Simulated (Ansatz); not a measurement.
`CCOC(C)OC(C)=O`. Charge 0, multiplicity 1. Geometry: relaxed with PBE0-D4/def2-TZVP. It is one conformer, not always the lowest.

```xyz
21

C    -1.442    0.271    2.923
C    -0.977    0.563    1.521
O     0.286   -0.049    1.333
C     0.874    0.223    0.121
C     2.297   -0.259    0.137
O     0.126   -0.492   -0.891
C     0.137    0.012   -2.132
C    -0.724   -0.803   -3.048
O     0.759    0.989   -2.455
H    -1.535   -0.805    3.080
H    -2.416    0.731    3.101
H    -0.734    0.664    3.655
H    -1.691    0.174    0.786
H    -0.883    1.646    1.355
H     0.809    1.289   -0.130
H     2.320   -1.329    0.349
H     2.766   -0.065   -0.828
H     2.854    0.268    0.913
H    -1.761   -0.764   -2.710
H    -0.650   -0.413   -4.060
H    -0.413   -1.849   -3.022
```

(1) What is the dipole moment at PBE/def2-TZVPP? (An estimate is asked.)

(2) And with r2SCAN, B3LYP, ωB97M-V? (Best estimate.)

(3) Give the Mulliken charges with PBE, B3LYP, r2SCAN in def2-TZVPP. (Estimate.)

Results:

(1) Ansatz gave: 1.65 D, with components (-1.30, -0.75, 0.68) D in this frame, pointing from negative to positive charge.

(2) Ansatz gave: r2SCAN 1.70 D, B3LYP 1.68 D, ωB97M-V 1.68 D.

(3) Ansatz gave: 
```tsv
atom	PBE	B3LYP	r2SCAN
C1	-0.24	-0.24	-0.13
C2	0.00	0.03	0.11
O3	-0.22	-0.30	-0.30
C4	0.21	0.27	0.28
C5	-0.26	-0.26	-0.17
O6	-0.20	-0.28	-0.27
C7	0.24	0.32	0.35
C8	-0.27	-0.27	-0.17
O9	-0.29	-0.33	-0.36
H10	0.09	0.09	0.05
H11	0.08	0.07	0.04
H12	0.08	0.08	0.04
H13	0.08	0.08	0.05
H14	0.06	0.06	0.03
H15	0.06	0.08	0.06
H16	0.09	0.09	0.05
H17	0.10	0.10	0.06
H18	0.09	0.09	0.05
H19	0.10	0.10	0.07
H20	0.11	0.11	0.08
H21	0.10	0.11	0.07
```

B3LYP here is the variant with VWN-RPA as its local correlation; programs differ in this.
